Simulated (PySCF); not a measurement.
CH9AsGaN.
Atom-mapped SMILES: `[CH3:1][NH:2][GaH2-:3][AsH3+:4]` (hydrogens: H5, H6, H7 on C1; H8 on N2; H9, H10 on Ga3; H11, H12, H13 on As4)

Computed with PBE0-D3(BJ)/def2-SVP geometry optimisation, gas phase (PySCF).

Q: Give the optimised bond lengths and angles.

A: 
```
               bond  length (Å)
              C1–N2       1.438
             N2–Ga3       1.840
            Ga3–As4       2.855
C1–H5, C1–H6, C1–H7       1.106
              N2–H8       1.014
    Ga3–H9, Ga3–H10       1.567
   As4–H11, As4–H13       1.516
            As4–H12       1.525
```

Bonds in one row agree within 0.01 Å and their mean is given. A selection of angles:
```
      angle  degrees
   N2–C1–H5    113.4
   N2–C1–H7    110.0
   H5–C1–H6    106.7
   H6–C1–H7    106.5
  C1–N2–Ga3    127.4
   C1–N2–H8    113.4
  Ga3–N2–H8    119.2
 N2–Ga3–As4     85.6
  N2–Ga3–H9    115.5
 As4–Ga3–H9     97.9
 H9–Ga3–H10    126.6
Ga3–As4–H11    106.4
Ga3–As4–H12    148.2
H11–As4–H12     95.1
```

Torsions: C1–N2–Ga3–As4 90°. The mirror-image conformer, all signs reversed, is as good.

As4 (arsenic bonded to Ga and 3 H) has angles from 94.9° to 148.2°. N2 (nitrogen bonded to C, Ga and H) is planar (angles 127.4°, 119.2° and 113.4°, sum 360.0°, 0.01 Å off the plane of its three neighbours). Ga3 (gallium bonded to As, N and 2 H) has angles from 85.6° to 126.6°.

Point group: C1 (no symmetry element, even within 0.4 Å). Not checked by PBE0-D3(BJ)/def2-SVP frequencies. One conformer, not necessarily the lowest.
